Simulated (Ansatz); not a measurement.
Ansatz (a program for electronic structure) input (CCSD(T)/aug-cc-pV(D+d)Z):
A basis named .json is the Basis Set Exchange file of that set.

Ansatz 0.2 input:
```yaml
crystal:
  periodic: [false, false, false]
  atoms:
    - {symbol: Al, position_ang: [-0.00000000, -0.00000000, -1.20443026]}
    - {symbol: Cl, position_ang: [0.00000000, 0.00000000, 0.92103490]}
basis:
  gaussian:
    orbitals: aug-cc-pV_D+d_Z.json
magnetization: {spin_polarized: true, initial_magnetization: 2}
correlation: {method: ccsd_t, electrons: outside_noble_gas}
output: {forces: true}
```

Output:

```
Functional definition: HF
integrals: 0.06 GiB planned
642 factors; integrals over basis functions are off by at most 9.5e-4 eV
mean field: 0.18 GiB planned
mean field evaluation 1: about -19084.9534 eV, gradient 8.2e0 eV
mean field evaluation 2: about -19084.9552 eV, gradient 8.2e0 eV
mean field evaluation 4: about -19086.2938 eV, gradient 2.2e0 eV
mean field evaluation 8: about -19086.4418 eV, gradient 1.1e-1 eV
mean field evaluation 16: about -19086.4112 eV, gradient 8.7e-1 eV
mean field evaluation 32: about -19086.3909 eV, gradient 2.4e0 eV
mean field evaluation 64: about -19082.8002 eV, gradient 7.0e-3 eV
mean field evaluation 96: about -19082.5680 eV, gradient 3.3e-4 eV
mean field evaluation 128: about -19083.7140 eV, gradient 5.1e-4 eV
mean field evaluation 160: about -19081.5285 eV, gradient 9.2e0 eV
mean field -19086.44214855 eV, -701.4138117042 hartree, gradient 2.9e-6 eV, S^2 2.002657; 3 other end points of the search recorded, 0 dependent functions left out
determinant -19086.44214855 eV, -701.4138117042 hartree, with singles and doubles -19091.60827206 eV, -701.6036632413 hartree
determinant -19083.71401348 eV, -701.3135545896 hartree, with singles and doubles -19089.15522305 eV, -701.5135153530 hartree
10 core orbitals not correlated
reference -19086.44214855 eV, -701.4138117042 hartree; 6, 4 occupied and 48, 50 virtual orbitals, 642 factors
densities: 0.25 GiB planned
second order -4.71523656 eV of doubles, -0.00000000 eV of singles
coupled cluster: 0.19 GiB planned
cycle   1  -5.17287317 eV  change   -1.4e-1 eV  update   2.2e-2
cycle   2  -5.19048420 eV  change   -1.8e-2 eV  update   7.2e-3
cycle   3  -5.19439768 eV  change   -3.9e-3 eV  update   3.3e-3
cycle   4  -5.19600724 eV  change   -1.6e-3 eV  update   1.3e-3
cycle   5  -5.19640952 eV  change   -4.0e-4 eV  update   5.4e-4
cycle   6  -5.19657005 eV  change   -1.6e-4 eV  update   2.1e-4
cycle   7  -5.19657761 eV  change   -7.6e-6 eV  update   7.7e-5
cycle   8  -5.19656897 eV  change    8.6e-6 eV  update   3.1e-5
cycle   9  -5.19656862 eV  change    3.5e-7 eV  update   1.1e-5
cycle  10  -5.19656972 eV  change   -1.1e-6 eV  update   3.8e-6
cycle  11  -5.19656997 eV  change   -2.5e-7 eV  update   1.4e-6
cycle  12  -5.19657006 eV  change   -9.4e-8 eV  update   5.7e-7
perturbative correction -0.16304281 eV, -0.0059917128 hartree
the calculation of the forces begins
Total energy: -19091.80176143 eV, -701.6107738445 hartree
Atom 0 at    -0.000000    -0.000000    -1.204430 Å, force     0.000000    -0.000000    -0.362685 eV/Å
Atom 1 at     0.000000     0.000000     0.921035 Å, force    -0.000000    -0.000000     0.362685 eV/Å
Dipole moment:    -0.000000     0.000000    -0.343792 e Å
```

This is an excited triplet: at this geometry the singlet lies 2.97 eV lower at CCSD(T)/CBS(aug-cc-pV(T+d)Z,aug-cc-pV(Q+d)Z).
